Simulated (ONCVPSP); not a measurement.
# fluorine (F): variants of one ONCV potential

Base potential:

fluorine, optimised norm-conserving Vanderbilt (ONCV), made with ONCVPSP 4.0.1 (PBEsol, scalar-relativistic). Core [He], reference 2s2 2p5. Waves: 2s: rc 0.55 bohr, ncon 4, nbas 7, qcut 12.7 1/bohr, 2 projectors, debl 0.8 Ha; 2p: rc 1.25 bohr, ncon 4, nbas 8, qcut 14 1/bohr, 2 projectors, debl 1 Ha; d scattering state at 0.35 Ha: rc 1.25 bohr, ncon 4, nbas 7, qcut 7 1/bohr, 3 projectors, debl 1.3 Ha. Local part: polynomial inside 0.55 bohr (lpopt 4, dvloc0 0 Ha). Core correction: polynomial model core, fcfact 0.5.

In the s channel the program set the typed energies aside and used -1.092, 0.250 Ha.

All-electron outer shells of the reference configuration (PBEsol, scalar-relativistic, ld1.x):

| shell | level (eV) | outermost node (bohr) | outermost maximum (bohr) |
| --- | --- | --- | --- |
| 1s | -661.16 | – | 0.11 |
| 2s | -29.72 | 0.24 | 0.76 |
| 2p | -11.05 | – | 0.71 |

Cutoffs, loose and tight: the cutoffs (Ha) at which the residual kinetic energy of the hardest occupied pseudo-wave falls to 1 and 0.1 mHa per electron. They do not see the model core or the augmentation charge, which bear on the density cutoff. Test errors are all-electron minus pseudo excitation energies from the reference, over the configurations 2s2 2p4; 2s2 2p3; 2s2 2p2; 2s1 2p5. A dash means not determined; rows that change the core or the reference have their own tests.

A true bound ghost makes a file unfit for plane-wave use even where its test errors are small: the radial tests pick states by their node count and pass the ghost by.

| change | outcome | cutoff, loose | cutoff, tight | bound ghosts | GHOST(+) flags above zero | largest test error (meV) |
| --- | --- | --- | --- | --- | --- | --- |
| base | generated, projector energies reset by the program | 198 Ha | 397 Ha | s, d | none | +288 |
| core correction polynomial model core, fcfact 0.68 | generated, projector energies reset by the program | 198 Ha | 397 Ha | s, d | none | +288 |
| local potential polynomial inside 0.55 bohr (lpopt 4, dvloc0 -0.5 Ha) | generated, projector energies reset by the program | 198 Ha | 397 Ha | s, d | none | +288 |
| functional PBE | generated, projector energies reset by the program | 196 Ha | 397 Ha | s, d | none | +305 |
| s: nproj 1 | generated | 198 Ha | 397 Ha | d | none | +327 |
| d: debl 0.45 | generated, projector energies reset by the program | 198 Ha | 397 Ha | s, d | none | +288 |
| all radii but the core radius scaled by about 1.27 (s 0.70, p 1.58, d 1.58 bohr); local potential polynomial inside 0.70 bohr (lpopt 4, dvloc0 0 Ha) | failed: ERROR pspot: first pseudo wave function has node, program will stop | – | – | – | – | – |
| fully relativistic | generated, projector energies reset by the program | 205 Ha | 401 Ha | s, d5/2, d3/2 | none | +299 |
